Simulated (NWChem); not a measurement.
Species: C2H8O2Si; SMILES OCCO[SiH3]

```xyz
13

O     -0.2633    -2.9241    -0.0631
C      0.5164    -1.7388    -0.0115
C     -0.3618    -0.4881    -0.0093
O      0.4833     0.6553     0.0351
Si    -0.1055     2.2094    -0.0181
H     -0.7098    -3.0262     0.7915
H      1.1858    -1.7155     0.8615
H      1.1425    -1.7409    -0.9083
H     -0.9909    -0.4844    -0.9109
H     -1.0317    -0.5063     0.8664
H     -0.8754     2.4582    -1.2711
H     -1.0057     2.4899     1.1383
H      1.0738     3.1046     0.0362
```
Atoms are numbered in this order, from 1.

All runs: NWChem. Structure relaxed at the B3LYP/6-31G* (spherical d) level. Hybrids' shares of exact exchange are those that their runs print; pure functionals count as 0. The functionals differ in more than this share.

| row | share of exact exchange | orbital gap (eV) |
|---|---|---|
| PBE/def2-SVP | 0.00 | 5.84 |
| BLYP/def2-SVP | 0.00 | 5.89 |
| B3LYP/def2-SVP | 0.20 | 8.02 |
| PBE0/def2-SVP | 0.25 | 8.50 |
| PW6B95/def2-SVP | 0.28 | 8.70 |
| Hartree-Fock/def2-SVP | 1.00 | withheld |

Task: Fit a straight line of the last column on the one before it, predict the withheld value, and compare with the run.

Result: 
1. Means of the 5 shown rows: x = 0.146, y = 7.390. Slope Σ(x − x̄)(y − ȳ)/Σ(x − x̄)² = 0.7703/0.07432 = 10.36; intercept 5.877.
2. The shown rows scatter about the line by 0.052 (root mean square); the largest residual is -0.08, at PW6B95/def2-SVP.
3. At x = 1.00 (Hartree-Fock/def2-SVP; beyond the shown range) the line gives 16.24.
4. The run gives 16.19, -0.05 from the line, 1.0 times the scatter.
